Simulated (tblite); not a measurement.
Input of a run (GFN2-xTB geometry optimisation, gas phase (tblite 0.8.0)), started from a force field or distance geometry:
```
{"job": {"kind": "relax", "xc": "GFN2-xTB", "basis": "xTB"}, "charge": 0, "multiplicity": 1}
C     -3.401600    -0.068600    -1.410700
C     -3.317500     0.215200    -0.128700
C     -1.931000     0.225700     0.427900
P     -1.591000     0.580200     2.096500
C      0.056500     0.574900     2.681100
P      1.373100     0.243800     1.599700
C      1.063200    -0.098300    -0.081800
C      2.147100    -0.382800    -1.016100
C      3.543200    -0.374000    -0.475600
O      1.930600    -0.640700    -2.232700
P     -0.603300    -0.100300    -0.621900
H     -4.352300    -0.117400    -1.942700
H     -2.512400    -0.260600    -1.991600
H     -4.155200     0.412200     0.516500
H      0.163300     0.808100     3.726600
H      4.087200     0.330200    -1.158000
H      3.481900     0.033500     0.553300
H      4.009500    -1.374800    -0.553300
```

Output (eV, eV/Å):
```
step      E/eV     max force
  0    -816.51671    3.862
  1    -817.17690    3.732
  2    -817.58838    1.553
  3    -817.70994    1.128
  4    -817.83718    0.848
  5    -817.92932    0.764
  6    -818.00837    0.594
  7    -818.04979    0.403
  8    -818.07774    0.417
  9    -818.10248    0.324
 10    -818.11678    0.292
 11    -818.13125    0.277
 12    -818.14698    0.338
 13    -818.16163    0.352
 14    -818.17044    0.256
 15    -818.17432    0.140
 16    -818.17639    0.122
 17    -818.17810    0.102
 18    -818.17959    0.105
 19    -818.18104    0.087
 20    -818.18259    0.116
 21    -818.18428    0.113
 22    -818.18574    0.083
 23    -818.18663    0.073
 24    -818.18703    0.047
 25    -818.18727    0.045
 26    -818.18752    0.047
 27    -818.18783    0.052
 28    -818.18811    0.046
 29    -818.18831    0.032
 30    -818.18844    0.027
 31    -818.18857    0.032
 32    -818.18872    0.035
 33    -818.18884    0.030
 34    -818.18892    0.025
 35    -818.18900    0.022
 36    -818.18912    0.027
 37    -818.18928    0.033
 38    -818.18947    0.036
 39    -818.18964    0.033
 40    -818.18976    0.029
 41    -818.18986    0.025
 42    -818.18996    0.028
 43    -818.19004    0.029
 44    -818.19010    0.018
 45    -818.19013    0.015
 46    -818.19016    0.014
 47    -818.19018    0.014
 48    -818.19021    0.014
 49    -818.19025    0.016
 50    -818.19029    0.019
 51    -818.19034    0.020
 52    -818.19042    0.027
 53    -818.19053    0.037
 54    -818.19069    0.042
 55    -818.19090    0.041
 56    -818.19118    0.047
 57    -818.19161    0.061
 58    -818.19236    0.103
 59    -818.19372    0.168
 60    -818.19563    0.145
 61    -818.16803    1.005
 62    -818.19892    0.103
 63    -818.20050    0.079
 64    -818.19492    0.642
 65    -818.20398    0.066
 66    -818.20565    0.076
 67    -818.19781    0.640
 68    -818.20777    0.090
 69    -818.20892    0.107
 70    -818.20883    0.380
 71    -818.21158    0.118
 72    -818.21251    0.113
 73    -818.21487    0.201
 74    -818.21629    0.080
 75    -818.21764    0.062
 76    -818.21913    0.095
 77    -818.22030    0.075
 78    -818.22142    0.075
 79    -818.22190    0.125
 80    -818.22292    0.079
 81    -818.22342    0.060
 82    -818.22391    0.062
 83    -818.22402    0.028
 84    -818.22409    0.023
 85    -818.22433    0.024
 86    -818.22440    0.023
 87    -818.22447    0.018
 88    -818.22450    0.017
 89    -818.22454    0.018
 90    -818.22460    0.022
 91    -818.22470    0.026
 92    -818.22484    0.026
 93    -818.22499    0.031
 94    -818.22512    0.030
 95    -818.22525    0.026
 96    -818.22538    0.029
 97    -818.22551    0.022
 98    -818.22561    0.021
 99    -818.22567    0.017
100    -818.22572    0.016
101    -818.22576    0.013
102    -818.22581    0.016
103    -818.22586    0.017
104    -818.22591    0.014
105    -818.22594    0.013
106    -818.22596    0.010
```

Q: Summarise the run.

A: The energy falls by 164.9 kJ/mol over 106 L-BFGS steps, the largest force on an atom goes from 3.86 to 0.010 eV/Å, and the atoms move by 0.406 Å rms after alignment. The bond that changes most is C8=O10 (ketone carbonyl carbon to ketone oxygen), which shortens by 0.046 Å. Bonds longer at the end by more than 0.005 Å: 7 of 18; shorter: 8. Among the angles that change most is C3–P11–C7, from 123.0° to 106.1°. Among the dihedrals that turn most is O10–C8–C9–H18, from -63° to -121°. The energy rose by more than 1e-5 eV at steps 61, 64, 67 and 70. The first step brought 39 % of the lowering.

Q: What are the final bond lengths?

A: C1=C2 1.330 Å, C2–C3 1.458 Å, C3–P4 1.755 Å, P4–C5 1.728 Å, C5–P6 1.726 Å, P6–C7 1.745 Å, C7–C8 1.474 Å, C8–C9 1.503 Å, C8=O10 1.216 Å, C7–P11 1.753 Å, C3–P11 1.755 Å, C1–H12 1.076 Å, C1–H13 1.078 Å, C2–H14 1.086 Å, C5–H15 1.089 Å, C9–H16 1.087 Å, C9–H17 1.089 Å, C9–H18 1.089 Å. Numbering counts from 1 in the input's order; the species is `c1(pc(C=C)pcp1)C(=O)C`.

Its GFN2-xTB frequencies are all real (lowest 18 cm⁻¹). One conformer, not necessarily the lowest.

These are computed values.
